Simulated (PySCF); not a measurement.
From computed data to an observable: oscillator strength and radiative lifetime

C2H6GeN2, SMILES [NH2][Ge@@H]1[CH2]N=[CH]1.

Geometry optimised at TPSSh-D3(BJ)/def2-SVP. The structure was generated by enumeration; whether it is a known compound was not checked. Other conformers were not sampled.

TDDFT-B3LYP/def2-SVPD (PySCF) puts the first singlet state with f over 0.02 at 6.26 eV (vertical), with the transition dipole (0.101, -0.359, 0.188) in atomic units.

Question: Find the oscillator strength, the wavelength and the radiative lifetime that this transition would have in vacuum if emission retraced absorption.

Answer: 
|μ|² = 0.1744 au, so |μ| = 1.06 D. ΔE = 6.26/27.211 = 0.2301 hartree. f = (2/3) ΔE |μ|² = 0.027 (the program prints 0.027).
λ = 1239.84/6.26 = 198 nm; ν = 50490 cm⁻¹.
Einstein's coefficient A = 0.6670 ν² f s⁻¹ (ν in cm⁻¹) = 4.5e7 s⁻¹, so τ = 1/A = 22 ns. This state is S5; the lower singlets have f = 0.001, 0.004, 0.008, 0.005. The figure is the radiative limit of this one transition; relaxation, internal conversion, crossing to triplets and a medium change what is measured.
